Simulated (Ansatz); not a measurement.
Consider the hydrogenolysis of the Si–C bond: `CC[Si]OC` + H₂ → `CO[SiH]` + `CC`.

Program: Ansatz. Geometries: PBE0-D4/def2-TZVP. ΔE: electronic, gas phase. CCSD(T)/CBS is the MP2 limit (def2-TZVPP, def2-QZVPP) plus CCSD(T) − MP2 in def2-TZVPP, frozen cores. This one scheme is used for every species. DFT in def2-TZVPP. Each species was taken in one conformer, which may not be the lowest.

```
        level  ΔE (kcal/mol)
       r2SCAN           -7.3
HF/def2-TZVPP          -15.6
```

(1) What does CCSD(T)/CBS give? (Best estimate.)

Largest T1 diagnostic among the species: 0.015.

## Answers

(1) Ansatz gave: -7.1 kcal/mol. The listed levels differ from it by -0.2, -8.5 kcal/mol.

At CCSD(T), def2-SVP lies −4.0 kcal/mol from the extrapolated value and def2-TZVPP −0.9 kcal/mol. The D4 term adds +3.6 kcal/mol with B3LYP and +2.0 kcal/mol with PBE0; it sums over pairs of atoms, weighted by their polarisabilities, and B3LYP, whose exchange is more repulsive, gets the larger term.

B3LYP here is the variant with VWN-RPA as its local correlation; programs differ in this.
